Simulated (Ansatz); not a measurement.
System: HS2, charge 0, doublet. HS2 (SMILES [S]S, doublet).
B3LYP-D3(BJ)/def2-TZVP minimum from Ansatz (a quantum-chemistry and plane-wave program):
```xyz
3

S     -0.9203     0.0126     0.4581
S      0.8239     0.0408    -0.4735
H      1.5432    -0.8556     0.2469
```
Charge 0, spin multiplicity 2.

Total energies in aug-cc-pV(D+d)Z, 13 correlated electrons, 10 frozen orbitals. UHF or UKS for unpaired electrons; spin-orbit terms are left out. Cores are frozen in correlated methods. No relativity.

```csv
method,program,energy (Eh),minus CCSDT(Q) (mEh)
HF,Ansatz,-795.64678,313.81
MP2,Ansatz,-795.91172,48.88
CCSD,Ansatz,-795.94650,14.10
CCSD(T),Ansatz,-795.95838,2.21
CCSDT(Q),Ansatz,-795.96060,0.00
```

Rough core times of Ansatz's runs on a shared machine: CCSD(T) under 20 s, CCSDT(Q) 7 min.
